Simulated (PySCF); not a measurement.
# Ionisation energy of Ce⁴⁶⁺ by level of theory

Ce⁴⁶⁺ [Ne] 3s2 → Ce⁴⁷⁺ [Ne] 3s1 [3s1/2^1, M_J = 1/2], as a difference of total energies. All numbers are calculated (PySCF 2.14, the two-component X2C-1e Hamiltonian, in an uncontracted even-tempered set (18 s from 11 bohr⁻², ratio 2.4; 14 p from 15 bohr⁻², ratio 2.4; 4 d from 48 bohr⁻², ratio 2.6; 4 f from 72 bohr⁻², ratio 2.6)). Correlated levels: 1s2 frozen; the 54 highest virtual spinors dropped. "Screened" scales the spin-orbit matrix elements by Boettger's factors to mimic the two-electron term; Breit and QED terms are absent.

| method | ionisation energy (eV) |
| --- | --- |
| GHF (spin-free) | 3866.9 |
| GHF (screened spin-orbit) | 3866.7 |
| GMP2 (screened spin-orbit) | 3870.3 |

Task: How much does correlation contribute at GMP2 (screened spin-orbit)?

Result: 3870.3 − (3866.7) = 3.6 eV, measured against GHF (screened spin-orbit).

Breit and QED terms and the two-electron picture change are absent.

For comparison: 3865 ± 4 eV (theoretical estimate listed by NIST; NIST Atomic Spectra Database, ionization energies).
